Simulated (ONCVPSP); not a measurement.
Au (Z = 79): excitation energies, all-electron against ONCV

ONCVPSP 4.0.1 input, shortened (lines: element, Z, core and valence counts, functional; n l f; lmax; l rc ep ncon nbas qcut; lloc lpopt rc5 dvloc0; l nproj debl; icmod fcfact rcfact), LDA (Perdew-Wang 92), scalar-relativistic:

```
  Au 79.00   10    4  -001012      upf
    1    0    2.00
    2    0    2.00
    2    1    6.00
    3    0    2.00
    3    1    6.00
    3    2   10.00
    4    0    2.00
    4    1    6.00
    4    2   10.00
    4    3   14.00
    5    0    2.00
    5    1    6.00
    5    2   10.00
    6    0    1.00
    2
    0    1.45    0.00    4    8    7.20
    1    1.55    0.00    5    9    7.70
    2    1.80    0.00    4    9    8.20
    4    3    0.90   -2.00
    0    2    1.50
    1    1    3.20
    2    2    2.80
    0    0.00    0.00
```

Energies are relative to the spin-unpolarised reference configuration 5s2 5p6 5d10 6s1; without spin polarisation the order of configurations can differ from experiment.

```
valence configuration  charge  ΔE all-electron (eV)  error AE − PS (meV)
     5s2 5p6 5d10 6s0      +1                 9.767                 -4.0
      5s2 5p6 5d9 6s0      +2                31.269                 -6.7
      5s2 5p6 5d8 6s0      +3                65.440                  -13
```

**Question.** What are ΔE and the potential's error for 5s2 5p6 5d9 6s1?

**Answer.** ΔE = 12.375 eV all-electron; the error (AE − PS) is -0.8 meV.

Levels in the configuration 5s2 5p6 5d10 6s0:

```
level  all-electron (eV)  pseudo (eV)
   5s           -117.348     -117.373
   5p            -68.673      -68.683
   5d            -15.620      -15.619
```

Note: no bound ghost flagged; GHOST(+) flagged for s at 73.0 eV.
